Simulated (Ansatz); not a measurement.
A run for Ansatz (an electronic-structure program): U-CCSD(T)/cc-pVTZ on CH5GeN (SMILES [CH3][Ge][NH2]), a point of a bond scan (R = 0.808 Å). The run froze 16 orbitals, filled d shells among them.

Ansatz 0.2 input:
```yaml
crystal:
  periodic: [false, false, false]
  atoms:
    - {symbol: Ge, position_ang: [-0.21703830, -0.01007012, 0.44524688]}
    - {symbol: C, position_ang: [0.73026279, 1.39571344, -0.65095540]}
    - {symbol: H, position_ang: [0.39073173, 2.39683126, -0.38074917]}
    - {symbol: H, position_ang: [0.59421149, 1.25013447, -1.72469069]}
    - {symbol: H, position_ang: [1.80124161, 1.34067309, -0.42974829]}
    - {symbol: N, position_ang: [-0.03643845, -1.35482851, -0.78605328]}
    - {symbol: H, position_ang: [0.31483144, -1.28326777, -1.51039245]}
    - {symbol: H, position_ang: [-0.37011551, -2.29049868, -0.61312951]}
basis:
  gaussian:
    orbitals: cc-pVTZ
correlation: {method: ccsd_t, electrons: outside_noble_gas}
scf: {omitted_lower_state_checks: [cluster_reference]}
magnetization: {spin_polarized: true, initial_magnetization: 0}
```

Output:

```
WARN ansatz: RAYON_NUM_THREADS=1 ignored (pool sized by the plan → 1); use --threads N
Functional definition: HF
these checks for a lower state are left out or cut short: cluster_reference
integrals: 0.88 GiB planned
1002 factors; integrals over basis functions are off by at most 1.2e-3 eV
mean field: 0.70 GiB planned
mean field evaluation 1: about -59061.1711 eV, gradient 3.2e1 eV
mean field evaluation 2: about -59061.1734 eV, gradient 3.2e1 eV
mean field evaluation 4: about -59065.6312 eV, gradient 2.5e0 eV
mean field evaluation 8: about -59065.6916 eV, gradient 6.0e-4 eV
mean field evaluation 16: about -59065.6911 eV, gradient 6.4e-2 eV
mean field -59065.69157003 eV, -2170.6241290348 hartree, gradient 2.7e-6 eV, S^2 0.000000; 2 other end points of the search recorded, 0 dependent functions left out
16 core orbitals not correlated
reference -59065.69157003 eV, -2170.6241290348 hartree; 9, 9 occupied and 148, 148 virtual orbitals, 1002 factors
second order -13.43075903 eV of doubles, -0.00000000 eV of singles
coupled cluster: 1.37 GiB planned
cycle   1  -13.89087153 eV  change   -4.6e-1 eV  update   8.4e-2
cycle   2  -14.22746841 eV  change   -3.4e-1 eV  update   2.7e-2
cycle   3  -14.30969620 eV  change   -8.2e-2 eV  update   1.6e-2
cycle   4  -14.30360766 eV  change    6.1e-3 eV  update   4.6e-3
cycle   5  -14.30225642 eV  change    1.4e-3 eV  update   2.5e-3
cycle   6  -14.30222676 eV  change    3.0e-5 eV  update   8.4e-4
cycle   7  -14.30208991 eV  change    1.4e-4 eV  update   2.8e-4
cycle   8  -14.30218219 eV  change   -9.2e-5 eV  update   9.6e-5
cycle   9  -14.30218290 eV  change   -7.1e-7 eV  update   2.9e-5
cycle  10  -14.30217208 eV  change    1.1e-5 eV  update   9.8e-6
perturbative correction -0.56342504 eV, -0.0207054883 hartree
Total energy: -59080.55716714 eV, -2171.1704296525 hartree
Checks for a lower state left out: cluster_reference
```

The run converged.

Cost: about 2.6 core-minutes (a rough figure).
